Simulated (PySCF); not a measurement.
## Atomic charges against the basis set

Species: C₃H₅B.
SMILES with atom numbers: `[BH2:1][CH2:2][C:3]#[CH:4]` (hydrogens: H5, H6 on B1; H7, H8 on C2; H9 on C4)

PBE0 throughout (PySCF), one geometry, spherical d and f functions. The structure is a single PBE0-D3(BJ)/def2-SVP conformer in the gas phase; no vibrational or solvent corrections. Atoms taken as equivalent share a column and are averaged.

Mulliken charges (e):

| basis | functions | B1 | C2 | C3 | C4 | H5/H6 | H7/H8 | H9 |
| --- | --- | --- | --- | --- | --- | --- | --- | --- |
| STO-3G | 25 | +0.196 | -0.267 | -0.042 | -0.152 | -0.038 | +0.113 | +0.115 |
| 6-31G | 46 | +0.255 | -0.595 | +0.148 | -0.476 | -0.025 | +0.223 | +0.272 |
| pcSseg-0 | 46 | +0.277 | -0.810 | -0.079 | -0.315 | +0.033 | +0.294 | +0.272 |
| 6-31G* | 66 | +0.145 | -0.625 | +0.303 | -0.506 | +0.002 | +0.224 | +0.230 |
| cc-pVDZ | 81 | +0.073 | -0.064 | +0.282 | -0.446 | -0.011 | +0.088 | +0.002 |
| def2-SVP | 81 | +0.082 | -0.087 | +0.252 | -0.454 | -0.011 | +0.095 | +0.039 |
| aug-cc-pVDZ | 137 | -0.960 | +0.449 | -0.572 | +1.037 | +0.554 | -0.203 | -0.657 |
| 6-311+G(2d,p) | 138 | +0.023 | -0.515 | +0.939 | -1.026 | +0.016 | +0.196 | +0.154 |
| def2-TZVP | 154 | -0.011 | -0.395 | -0.001 | -0.152 | +0.028 | +0.165 | +0.173 |
| IGLO-III | 190 | +0.234 | -0.353 | -0.053 | -0.186 | -0.039 | +0.145 | +0.146 |
| cc-pVTZ | 190 | -0.021 | -0.213 | -0.011 | -0.191 | +0.026 | +0.118 | +0.146 |

IAO charges (e):

| basis | functions | B1 | C2 | C3 | C4 | H5/H6 | H7/H8 | H9 |
| --- | --- | --- | --- | --- | --- | --- | --- | --- |
| STO-3G | 25 | +0.121 | -0.422 | -0.034 | -0.179 | +0.005 | +0.173 | +0.157 |
| 6-31G | 46 | +0.093 | -0.435 | -0.018 | -0.256 | +0.016 | +0.194 | +0.197 |
| pcSseg-0 | 46 | +0.089 | -0.434 | -0.021 | -0.242 | +0.016 | +0.195 | +0.188 |
| 6-31G* | 66 | +0.112 | -0.428 | -0.021 | -0.249 | +0.009 | +0.188 | +0.192 |
| cc-pVDZ | 81 | +0.098 | -0.427 | -0.019 | -0.258 | +0.015 | +0.191 | +0.196 |
| def2-SVP | 81 | +0.106 | -0.424 | -0.017 | -0.251 | +0.010 | +0.188 | +0.189 |
| aug-cc-pVDZ | 137 | +0.100 | -0.432 | -0.019 | -0.270 | +0.015 | +0.195 | +0.202 |
| 6-311+G(2d,p) | 138 | +0.102 | -0.435 | -0.018 | -0.270 | +0.015 | +0.195 | +0.202 |
| def2-TZVP | 154 | +0.102 | -0.435 | -0.018 | -0.269 | +0.015 | +0.195 | +0.202 |
| IGLO-III | 190 | +0.101 | -0.436 | -0.018 | -0.271 | +0.015 | +0.196 | +0.203 |
| cc-pVTZ | 190 | +0.101 | -0.435 | -0.019 | -0.268 | +0.015 | +0.195 | +0.202 |

Some averages cover members that differ in this geometry, most widely: H5/H6, Mulliken in cc-pVDZ -0.027 to +0.005; H5/H6, Mulliken in 6-31G -0.038 to -0.012 e.

Task: Which scheme is steadiest as the basis changes?

Result: Largest range over the bases for any column: IAO 0.09 e, Mulliken 2.06 e. IAO charges move least and Mulliken charges most, counted in e. Without the minimal STO-3G basis the ranges are IAO 0.03, Mulliken 2.06 e.

Task: What do the same runs give for the total energy, the frontier levels and the dipole moment?

Result: 
| basis | energy (Eh) | HOMO (eV) | LUMO (eV) | μ (D) |
| --- | --- | --- | --- | --- |
| STO-3G | -140.1627 | -5.61 | 1.31 | 0.71 |
| 6-31G | -141.8553 | -7.28 | -1.26 | 0.80 |
| pcSseg-0 | -141.5842 | -7.62 | -1.58 | 0.76 |
| 6-31G* | -141.8830 | -7.19 | -1.23 | 0.75 |
| cc-pVDZ | -141.8956 | -7.37 | -1.49 | 0.79 |
| def2-SVP | -141.7855 | -7.45 | -1.52 | 0.81 |
| aug-cc-pVDZ | -141.9021 | -7.53 | -1.64 | 0.82 |
| 6-311+G(2d,p) | -141.9282 | -7.55 | -1.64 | 0.82 |
| def2-TZVP | -141.9390 | -7.53 | -1.61 | 0.82 |
| IGLO-III | -141.9429 | -7.55 | -1.64 | 0.83 |
| cc-pVTZ | -141.9366 | -7.51 | -1.59 | 0.81 |

The dipole is fixed by the density alone, so its range of 0.12 D shows that the density itself changes with the basis, not only its division among atoms.
